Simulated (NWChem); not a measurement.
Molecule: CBr3Cl; SMILES BrC(Br)(Br)Cl

Program: NWChem. Medium grid unless said otherwise, to which SCAN and Minnesota functionals are sensitive. Structure relaxed at the PBE0/def2-SVP level. Hybrids' shares of exact exchange are those that their runs print; pure functionals count as 0. The functionals differ in more than this share.

```csv
row,share of exact exchange,orbital gap (eV)
"LDA (Slater exchange, VWN5)/def2-TZVPD",0.00,3.55
PBE/def2-TZVPD,0.00,3.58
B3LYP/def2-TZVPD,0.20,5.29
PBE0/def2-TZVPD,0.25,5.80
M06-2X/def2-TZVPD,0.54,7.91
Hartree-Fock/def2-TZVPD,1.00,withheld
```

Q: Fit a straight line of the last column on the one before it, predict the withheld value, and compare with the run.

A: 
1. Means of the 5 shown rows: x = 0.198, y = 5.226. Slope Σ(x − x̄)(y − ȳ)/Σ(x − x̄)² = 1.606/0.1981 = 8.106; intercept 3.621.
2. The shown rows scatter about the line by 0.089 (root mean square); the largest residual is +0.15, at PBE0/def2-TZVPD.
3. At x = 1.00 (Hartree-Fock/def2-TZVPD; beyond the shown range) the line gives 11.73.
4. The run gives 12.12, +0.39 from the line, 4.4 times the scatter.
